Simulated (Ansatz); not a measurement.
Computed with Ansatz on PBE0-D4/def2-TZVP structures; ΔE is electronic, products minus reactants. CCSD(T)/CBS adds triple-zeta CCSD(T) − MP2 to the extrapolated MP2 energy (def2 sets, frozen cores). This one scheme is used for every species. DFT in def2-TZVPP. One conformer a species, not always the lowest.

`OBC[SiH3]` + H₂ → `BC[SiH3]` + H₂O  (hydrogenolysis of a B–O bond)

```json
{"level": "PBE0-D4", "ΔE (kJ/mol)": "122.3"}
{"level": "r2SCANh-D4", "ΔE (kJ/mol)": "128.1"}
{"level": "revPBE", "ΔE (kJ/mol)": "120.0"}
{"level": "SCS-MP2/def2-TZVPP", "ΔE (kJ/mol)": "123.0"}
```

(1) What does CCSD(T)/CBS give? (Estimate.)

(2) What do rigid-rotor, harmonic-oscillator terms from PBE0-D4/def2-TZVP frequencies (298.15 K, 1 bar) make of the CCSD(T)/CBS value? (An estimate is asked.)

Largest T1 diagnostic among the species: 0.012.

## Answers

(1) The calculation gave: +120.0 kJ/mol. The listed levels differ from it by 2.3, 8.1, 0.0, 3.0 kJ/mol.

(2) Computed: ΔZPE = +9.5 kJ/mol, ΔH = +128.9 kJ/mol, ΔS = 35 J/(mol·K), ΔG = +118.6 kJ/mol.

The D4 term adds +3.6 kJ/mol with B3LYP and +2.0 kJ/mol with PBE0; it sums over pairs of atoms, weighted by their polarisabilities, and B3LYP, whose exchange is more repulsive, gets the larger term. From PBE to PBE0 (25 % exact exchange), in def2-TZVPP and without D4, ΔE moves by −4.1 kJ/mol. Leaving LDA and LC-ωPBE aside and taking each functional with its dispersion term where it has one, the values, not all of them listed here, spread over 7.8 kJ/mol, from PBE-QIDH to r2SCAN-D4. LDA lies +11.4 kJ/mol from PBE without D4.

B3LYP here is the variant with VWN-RPA as its local correlation; programs differ in this.
